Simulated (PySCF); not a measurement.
The calculation used PySCF 2.14.0, PBE0-D3(BJ)/def2-SVP geometry optimisation, gas phase. One conformer each, none proved a minimum here. Atom numbers follow the mapped SMILES.

Problem. Order the C–N distances, shortest first.
A. N9–C10 in `[SiH3:1][c:2]1[cH:3][cH:4][cH:5][c:6]2[n:7][se:8][n:9][c:10]12`
B. C6–N7 in `[CH3:1][S:2][c:3]1[cH:4][cH:5][c:6]([NH2:7])[cH:8][cH:9]1` with C1–S2–C3–C4 2°
C. C7–N8 in `[CH:1]#[C:2][C@H:3]([C:4](=[CH2:5])[CH3:6])[C:7]([NH2:8])=[S:9]` with C2–C3–C4–C5 -30°, C2–C3–C7–N8 30°, C3–C7–N8–H 178° and -7°

Solution. A (1.324 Å), C (1.334 Å), B (1.384 Å).

- 1.324 Å: aromatic, pyridine-type nitrogen to ring-fusion aromatic carbon, in a 5-membered ring
- 1.334 Å: drawn single, thiocarbonyl carbon to nitrogen bound to a thiocarbonyl carbon
- 1.384 Å: drawn single, aromatic carbon bearing nitrogen to aniline-type nitrogen

Problem. Rank these C–S bonds from shortest to longest.
A. C7–S8 in `[CH3:1][O:2][CH2:3][O:4][C@H:5]1[CH2:6][CH2:7][S:8]1(=[O:9])=[O:10]` with C1–O2–C3–O4 -68°, O2–C3–O4–C5 -65°, C3–O4–C5–C6 -178°, O4–C5–C6–C7 95°, C5–C6–C7–S8 18°, C6–C7–S8–O9 -127°, O4–C5–S8–C7 -97°
B. C7–S9 in `[CH:1]#[C:2][C@H:3]([C:4](=[CH2:5])[CH3:6])[C:7]([NH2:8])=[S:9]` with C2–C3–C4–C5 -30°, C2–C3–C7–N8 30°, C3–C7–N8–H 178° and -7°
C. S2–C3 in `[CH3:1][S:2][c:3]1[cH:4][cH:5][c:6]([NH2:7])[cH:8][cH:9]1` with C1–S2–C3–C4 2°

Solution. B (1.649 Å), C (1.767 Å), A (1.821 Å).

- 1.649 Å: drawn double, thiocarbonyl carbon to thiocarbonyl sulfur
- 1.767 Å: drawn single, sulfide sulfur to substituted aromatic carbon
- 1.821 Å: drawn single, sp3 carbon bound to sulfur to sulfonyl sulfur, in a 4-membered ring

Problem. Order the C–C distances, shortest first.
A. C2–C10 in `[SiH3:1][c:2]1[cH:3][cH:4][cH:5][c:6]2[n:7][se:8][n:9][c:10]12`
B. C2–C3 in `[CH:1]#[C:2][C@H:3]([C:4](=[CH2:5])[CH3:6])[C:7]([NH2:8])=[S:9]` with C2–C3–C4–C5 -30°, C2–C3–C7–N8 30°, C3–C7–N8–H 178° and -7°
C. C5–C6 in `[CH3:1][O:2][CH2:3][O:4][C@H:5]1[CH2:6][CH2:7][S:8]1(=[O:9])=[O:10]` with C1–O2–C3–O4 -68°, O2–C3–O4–C5 -65°, C3–O4–C5–C6 -178°, O4–C5–C6–C7 95°, C5–C6–C7–S8 18°, C6–C7–S8–O9 -127°, O4–C5–S8–C7 -97°
D. C4–C5 in `[SiH3:1][CH2:2][B:3]1[CH:4]=[CH:5][BH:6][CH:7]=[CH:8]1` with Si1–C2–B3–C4 90°

Solution. D (1.353 Å), A (1.436 Å), B (1.459 Å), C (1.536 Å).

- 1.353 Å: drawn double, both ends unsaturated ring CH carbon, in a 6-membered ring
- 1.436 Å: aromatic, substituted aromatic carbon to ring-fusion aromatic carbon, in a 6-membered ring
- 1.459 Å: drawn single, alkyne carbon to allylic carbon
- 1.536 Å: drawn single, sp3 carbon bound to oxygen to four-membered-ring carbon, in a 4-membered ring
